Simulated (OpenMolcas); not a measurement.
# neutral mercury: effect of the IPEA shift

| Property | Result |
| --- | --- |
| Program | OpenMolcas 26.06 |
| Basis | ANO-RCC-VTZP [8s7p5d3f1g] |
| Scalar Hamiltonian | DKH2, point nucleus |
| Active space | 2 electrons in 8 orbitals (6s 6p 7s 7p) |
| State averaging | 2S+1 = 3 even, 3 roots (0 in the spin-orbit step); 2S+1 = 1 even, 1 root; 2S+1 = 3 odd, 3 roots; 2S+1 = 1 odd, 3 roots |
| Spin-orbit coupling | RASSI with atomic mean-field integrals over the reference wave functions, term energies averaged over their components |

Methods on the same reference wave functions:
A. CASSCF
B. SS-CASPT2, IPEA 0 Eh, imaginary shift 0.1 Eh (closed shells correlated: 5d)
C. SS-CASPT2, IPEA 0.25 Eh, imaginary shift 0.1 Eh (closed shells correlated: 5d)

Energies in cm⁻¹ above 6s² ¹S₀, the measured ground level; measured values from NIST Handbook of Basic Atomic Spectroscopic Data.

```json
{"Level": "6s² ¹S₀", "A": "0.0", "B": "0.0", "C": "0.0", "Measured": "0.0"}
{"Level": "6s 6p ³P°₀", "A": "32422", "B": "37650", "C": "37807", "Measured": "37645"}
{"Level": "6s 6p ³P°₁", "A": "34022", "B": "39198", "C": "39357", "Measured": "39412"}
{"Level": "6s 6p ³P°₂", "A": "37690", "B": "42917", "C": "43074", "Measured": "44043"}
{"Level": "6s 6p ¹P°₁", "A": "53249", "B": "53746", "C": "54033", "Measured": "54069"}
```

Deviations, from unrounded energies. A percentage is the sum of absolute deviations over the sum of measured energies, with the sign that they share, or ± where signs differ.

```
           Against measurement  Levels      A     B     C
mean absolute deviation (cm-1)       4   4400   420   310
      other configurations (%)       4  -10.2  ±1.0  ±0.7
```

C lies closest to measurement on these levels and A furthest from it. The largest miss of C in the table is 6s 6p ³P°₂, by -970 cm-1. The ranking rests on the paired levels alone, and a cruder setting can come out closer through cancelling errors.

Between B and C the level of the table that moves most is 6s 6p ¹P°₁, by 290 cm-1 (lowest in B, highest in C).

The lowest spin-free term lies below A's lowest term by 0.399 hartree in B, 0.396 hartree in C.

Some high roots are left out of the spin-orbit mixing, which shifts the levels that they would mix with. Active for correlation alone: 7p 7s; no level in the range computed is led by a configuration that fills them, so any true level of that kind is missing. Spin-orbit splittings of 6p shells tend to come out small when the coupling is added on scalar orbitals. Computed and measured levels are paired by configuration, term and J; levels that our copy of the source lacks, or whose pairing is in doubt (as where it misses far off the trend of its configuration), stay unpaired and out of the deviations. Levels of configurations outside the active space are missing.

° marks odd parity.
